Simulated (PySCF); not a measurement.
Cl2MoO2, SMILES [O]=[Mo](=[O])([Cl])[Cl] (connectivity only; charge and spin as stated), charge -1, multiplicity 2. Coordinates come from a B3LYP-D3(BJ)/def2-SVPD optimisation. The spin state was assumed, not searched. The isomer is the one that the SMILES or the coordinates give; other isomers of the formula were not compared. The def2 effective core potentials stand for the cores of Mo; spin–orbit coupling is left out.

These are B3LYP-D3(BJ)/def2-SVPD in PySCF values and carry that method's errors.

Harmonic wavenumbers (cm⁻¹): 108, 139, 167, 176, 275, 339, 376, 930, 976. Rotational constants (GHz): 2.077, 1.750, 1.276; symmetry number 2.

### Question
Work out the zero-point energy and the ideal-gas rigid-rotor harmonic-oscillator thermochemistry at 298.15 K and 1 atm.

### Answer
ZPE = ½ Σ hcν = ½ × 3487 cm⁻¹ = 20.85 kJ/mol. H − E(el) = 40.86 kJ/mol. Entropy in J/(mol K): translation 174.75, rotation 114.02, vibration 62.85, spin 5.76, total 357.39. G − E(el) = -65.70 kJ/mol. Cp = 88.97 J/(mol K). Modes under 150 cm⁻¹ make the vibrational entropy uncertain.
